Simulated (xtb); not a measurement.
CH$_{9}$AlO$_{2}$Si$_{2}$, triplet, at the geometry of the source list (GFN-xTB shapes and energies of metal compounds can be far from the true ones) (a higher spin typed on purpose: for a closed-shell molecule this is an excited state); xtb with GFN2-xTB with ALPB(ether).

Input for xtb:
```
$ xtb mol.xyz --gfn 2 --uhf 2 --alpb ether --json

# file mol.xyz
15

Al     0.23320000     0.34140000     0.33050000
C      1.06240000     1.71050000     1.50460000
H      1.71880000     1.27540000     2.25640000
H      0.28880000     2.28290000     2.01720000
H      1.64360000     2.42470000     0.92000000
O     -0.89230000     0.82120000    -0.81940000
Si    -1.96860000     1.22190000    -1.97150000
H     -3.29470000     0.88970000    -1.44550000
H     -1.65000000     0.45990000    -3.18450000
H     -1.81570000     2.66310000    -2.18920000
O      0.60780000    -1.29360000     0.44710000
Si     0.94690000    -2.88110000     0.51610000
H     -0.28510000    -3.57150000     0.90400000
H      1.99350000    -3.05390000     1.52560000
H      1.41140000    -3.29080000    -0.81140000
```

The log (banner, timings and long lists left out):

```
   ID    Z sym.   atoms
    1   13 Al     1
    2    6 C      2
    3    1 H      3-5, 8-10, 13-15
    4    8 O      6, 11
    5   14 Si     7, 12

           -------------------------------------------------
          |                Calculation Setup                |
           -------------------------------------------------

           -------------------------------------------------
          |                 G F N 2 - x T B                 |
           -------------------------------------------------

      * Solvation model:               ALPB
        Solvent                        ether
        Parameter file                 internal GFN2-xTB/ALPB
        Dielectric constant                4.3300E+00
        Reference state                gsolv [1 M gas/solution]
        Free energy shift                  4.9534E-03 Eh       3.1083E+00 kcal/mol
        Temperature                        2.9815E+02 K
        Density                            7.1300E-01 kg/L
        Solvent mass                       7.4120E+01 g/mol
        Interaction kernel             P16
        Born radius scaling (c1)           1.5847E+00
        Born radii integrator          GBOBC
        Born offset                        0.0000E+00 a0       0.0000E+00 AA
        H-bond correction              true
        Ion screening                  false
        Surface tension                    1.0000E-05 Eh       1.5569E+01 dyn/cm
        Grid points                               230 per atom

          ...................................................
          :                      SETUP                      :
          :.................................................:
          :  # basis functions                  51          :
          :  # atomic orbitals                  48          :
          :  # shells                           24          :
          :  # electrons                        36          :
          :  max. iterations                   250          :
          :  Hamiltonian                  GFN2-xTB          :
          :  restarted?                      false          :
          :  GBSA solvation                   true          :
          :  PC potential                    false          :
          :  electronic temp.          300.0000000     K    :
          :  accuracy                    1.0000000          :
          :  -> integral cutoff          0.2500000E+02      :
          :  -> integral neglect         0.1000000E-07      :
          :  -> SCF convergence          0.1000000E-05 Eh   :
          :  -> wf. convergence          0.1000000E-03 e    :
          :  Broyden damping             0.4000000          :
          :  net charge                          0          :
          :  unpaired electrons                  2          :
          ...................................................

 iter      E             dE          RMSdq      gap      omega  full diag
   1    -19.4427574 -0.194428E+02  0.943E+00    1.28       0.0  T
   2    -19.5466213 -0.103864E+00  0.357E+00    0.93       1.0  T
   3    -19.5375297  0.909152E-02  0.393E+00    1.09       1.0  T
   4    -19.6117747 -0.742450E-01  0.306E+00    1.95       1.0  T
   5    -19.5756159  0.361588E-01  0.217E+00    2.04       1.0  T
   6    -19.6098839 -0.342680E-01  0.160E+00    1.93       1.0  T
   7    -19.5715639  0.383200E-01  0.193E+00    1.75       1.0  T
   8    -19.6078980 -0.363340E-01  0.185E+00    1.58       1.0  T
   9    -19.6095932 -0.169523E-02  0.157E+00    1.57       1.0  T
  10    -19.6265738 -0.169806E-01  0.935E-01    1.64       1.0  T
  11    -19.6306518 -0.407808E-02  0.502E-01    1.68       1.0  T
  12    -19.6249785  0.567338E-02  0.921E-01    1.66       1.0  T
  13    -19.6305232 -0.554475E-02  0.587E-01    1.67       1.0  T
  14    -19.6302141  0.309089E-03  0.610E-01    1.67       1.0  T
  15    -19.6341452 -0.393106E-02  0.261E-01    1.67       1.0  T
  16    -19.6346392 -0.493968E-03  0.180E-01    1.67       1.0  T
[...]
         :: total energy             -19.465909032299 Eh    ::
[...]
        28                         -0.0353183              -0.9611
        29                         -0.0279488              -0.7605
        30                         -0.0080589              -0.2193
       ...                                ...                  ...
        48                          1.1782748              32.0625
      -------------------------------------------------------------
                  HL-Gap            0.0617441 Eh            1.6801 eV
             Fermi-level           -0.3031369 Eh           -8.2488 eV

     #   Z          covCN         q      C6AA      α(0)
     1  13 Al       2.430     0.317    99.310    20.669
     2   6 C        3.611    -0.162    24.225     7.107
     3   1 H        0.925     0.077     2.012     2.218
     4   1 H        0.925     0.081     1.971     2.195
     5   1 H        0.925     0.081     1.973     2.196
     6   8 O        1.504    -0.443    21.820     6.299
     7  14 Si       3.584     0.506    98.188    19.046
     8   1 H        0.918    -0.097     5.469     3.658
     9   1 H        0.917    -0.086     5.096     3.531
    10   1 H        0.918    -0.078     4.851     3.445
    11   8 O        1.504    -0.441    21.792     6.295
    12  14 Si       3.585     0.504    98.230    19.050
    13   1 H        0.918    -0.091     5.261     3.587
    14   1 H        0.918    -0.077     4.832     3.438
    15   1 H        0.918    -0.090     5.234     3.578

 Mol. C6AA /au·bohr⁶  :       3726.668587
 Mol. C8AA /au·bohr⁸  :     152664.206583
 Mol. α(0) /au        :        106.313277

Wiberg/Mayer (AO) data.
largest (>0.10) Wiberg bond orders for each atom

 ---------------------------------------------------------------------------
     #   Z sym  total        # sym  WBO       # sym  WBO       # sym  WBO
 ---------------------------------------------------------------------------
     1  13 Al   3.152 --     6 O    1.057    11 O    1.052     2 C    0.596
                            12 Si   0.149     7 Si   0.144
     2   6 C    3.459 --     3 H    0.946     4 H    0.934     5 H    0.933
                             1 Al   0.596
     3   1 H    0.986 --     2 C    0.946
     4   1 H    0.986 --     2 C    0.934
     5   1 H    0.986 --     2 C    0.933
     6   8 O    2.299 --     7 Si   1.135     1 Al   1.057
     7  14 Si   3.834 --     6 O    1.135     8 H    0.863     9 H    0.843
                            10 H    0.830     1 Al   0.144
     8   1 H    0.957 --     7 Si   0.863
     9   1 H    0.932 --     7 Si   0.843
    10   1 H    0.912 --     7 Si   0.830
    11   8 O    2.303 --    12 Si   1.141     1 Al   1.052
    12  14 Si   3.840 --    11 O    1.141    13 H    0.852    15 H    0.850
                            14 H    0.827     1 Al   0.149
    13   1 H    0.944 --    12 Si   0.852
    14   1 H    0.911 --    12 Si   0.827
    15   1 H    0.942 --    12 Si   0.850
 ---------------------------------------------------------------------------

Topologies differ in total number of bonds
Writing topology from bond orders to xtbtopo.mol

molecular dipole:
                 x           y           z       tot (Debye)
 q only:        0.276       0.393       0.298
   full:        0.423       0.612       0.484       2.256
molecular quadrupole (traceless):
                xx          xy          yy          xz          yz          zz
 q only:       -1.969      -0.655       2.503       3.575       0.515      -0.534
  q+dip:       -1.773       2.061       1.282       2.379       2.938       0.491
   full:       -2.499       1.157       2.556       4.337       2.651      -0.057

           -------------------------------------------------
          | TOTAL ENERGY              -19.465909032299 Eh   |
          | GRADIENT NORM               0.071434529203 Eh/α |
          | HOMO-LUMO GAP               1.680142468000 eV   |
           -------------------------------------------------

normal termination of xtb
```
